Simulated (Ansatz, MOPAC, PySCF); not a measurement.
Noncovalent pair: GeH4 (SMILES [GeH4]) (first 5 atoms) with C2H6 (SMILES CC); geometry from B3LYP-D3(BJ)/def2-TZVP, rigid monomers moved along the line of their centres of mass till Ge1···C6 is 3.44 Å.
(charge 0, multiplicity 1):
```xyz
13

Ge    -0.1545     0.1485    -0.2464
H     -0.5052    -0.0597    -1.7277
H      0.4200    -1.1531     0.3312
H     -1.4220     0.5348     0.5293
H      0.8864     1.2701    -0.1198
C      0.5460     0.5050     3.1073
C     -0.4016    -0.6436     3.4401
H      0.9955     0.9235     4.0098
H      0.0239     1.3155     2.5951
H      1.3597     0.1740     2.4589
H      0.1212    -1.4527     3.9537
H     -0.8505    -1.0625     2.5378
H     -1.2146    -0.3116     4.0886
```

Interaction energies are E(AB) − E(A) − E(B) at the monomers' geometry in the complex; basis-set methods are counterpoise corrected. Rows marked so take none.

Rows in 6-31G* carry no dispersion term and start afresh at each structure (6-31G* with six Cartesian d functions); the Pople sets are all-electron and without relativity. The state that AM1 reach isn't checked.

Run with Ansatz (Gaussian orbitals); MOPAC for AM1 (differences of heats of formation); PySCF for 6-31G* rows, the dispersion terms. 

**Question.** Predict the interaction energy from PBE0-D4/def2-TZVPPD.

**Answer.** -22 meV

**Question.** Estimate the interaction energy that AM1 returns for this input.

**Answer.** 21 meV

**Question.** Estimate the interaction energy that BP86/6-31G* (no counterpoise) returns for this input.

**Answer.** 101 meV

Ansatz is a quantum-chemistry and plane-wave program.
